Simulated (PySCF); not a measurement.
From one molecule to another.

First species: C6H13NS.
SMILES: `CC(=S)NC(C)(C)C`

Second species: C₇H₁₁PS.
SMILES: `C[C@H]1C=C[P@@](C)(=S)C=C1`

Levels: PBE0/pcSseg-1 for dipole moment, HOMO energy, LUMO energy and HOMO–LUMO gap; GFN2-xTB for rotational constant A and rotational constant C. Geometries: GFN2-xTB. All species are isolated and taken at one optimised geometry, non-relativistic unless stated. Electronic properties by PySCF.

The conformers computed, where there is a choice (atom-mapped SMILES and torsion angles):
- `[CH3:1][C:2](=[S:3])[NH:4][C:5]([CH3:6])([CH3:7])[CH3:8]`: C1–C2–N4–C5 178°, C2–N4–C5–C6 61°

| property | column X | column Y |
| --- | --- | --- |
| dipole moment | 4.46 D | 4.74 D |
| HOMO energy | -5.78 eV | -6.22 eV |
| LUMO energy | -0.64 eV | -0.91 eV |
| HOMO–LUMO gap | 5.14 eV | 5.31 eV |
| rotational constant A | 2.575 GHz | 1.819 GHz |
| rotational constant C | 1.005 GHz | 0.869 GHz |

**Question.** Which column belongs to which species?

**Answer.** Column X is the first species and column Y the second. The first has 21 atoms and 72 electrons, the second 20 and 84.

**Question.** How does each property change from the first species to the second?

**Answer.** dipole moment +0.28 D; HOMO energy -0.44 eV; LUMO energy -0.27 eV; HOMO–LUMO gap +0.17 eV; rotational constant A -0.756 GHz; rotational constant C -0.136 GHz.

On the first: The dipole equals about 14.9 × 10⁻³⁰ C·m (1 D = 3.33564 × 10⁻³⁰ C·m).

On the second: The dipole matches unit charges of opposite sign 0.99 Å apart (1 e·Å = 4.8032 D).
